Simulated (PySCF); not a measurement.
Two-dimensional NMR puzzle

Compound of formula C6H9NOSi. Correlations simulated from computed shifts and the bond graph:

HSQC (one-bond C–H):
```tsv
δH	δC
8.94	156.8
8.87	159.8
8.25	147.9
7.46	128.5
4.03	54.4
```

COSY cross peaks (H two or three bonds apart, from the bond graph; peaks can be absent where the dihedral angle is near 90°):
```tsv
δH	δH
8.94	7.46
8.25	7.46
```

HMBC (two and three bonds, from the bond graph):
```tsv
δH	δC
8.94	159.8, 147.9, 128.5
8.87	156.8, 147.9, 131.8
8.25	159.8, 156.8, 131.8, 128.5
7.46	156.8, 147.9, 131.8
5.42	159.8, 147.9, 131.8, 54.4
```

Carbons without hydrogens: δ 131.8.

Theory: structure optimised with GFN2-xTB, NMR shieldings at PBE0/pcSseg-1/GIAO, in PySCF 2.14.0 with density-fitted response routines (equivalent nuclei averaged, one computed conformer, relativity neglected, no solvent).

References, each an isolated molecule treated in the same way: $^{1}$H (σ = 31.72 ppm), $^{13}$C (σ = 186.93 ppm) vs TMS.

Exchangeable hydrogens are left out of these lists.

Which molecule is this?

## Answers

SMILES CO[SiH2]c1cccnc1.

Atom-mapped SMILES (the numbers label the heavy atoms): `[CH3:1][O:2][SiH2:3][c:4]1[cH:5][cH:6][cH:7][n:8][cH:9]1`; H(Xn) means a hydrogen on atom n.

δC 159.8 is C9, an aromatic CH next to a ring nitrogen (δH 8.87). δC 156.8 is C7, an aromatic CH next to a ring nitrogen (δH 8.94). δC 147.9 is C5, an aromatic CH (δH 8.25). δC 131.8 is C4, a substituted aromatic carbon. δC 128.5 is C6, an aromatic CH (δH 7.46). δC 54.4 is C1, a methyl carbon bonded to O (δH 4.03). HMBC from δH 8.87 reaches the proton-free carbon C4. HMBC from δH 8.25 reaches the proton-free carbon C4. HMBC from δH 7.46 reaches the proton-free carbon C4. HMBC from δH 5.42 reaches the proton-free carbon C4. COSY links 8.94–7.46, 8.25–7.46.

The data come from this structure; uniqueness wasn't tested.

Shifts are as computed. Against solution values, carbons near 30 ppm lie about +3 ppm off and those near 130 ppm about +5 ppm. Of 1309 compounds with measured shifts, 239 miss one by over three times the rms of a fit or turn the order of signals round; such compounds aren't used in these exercises.
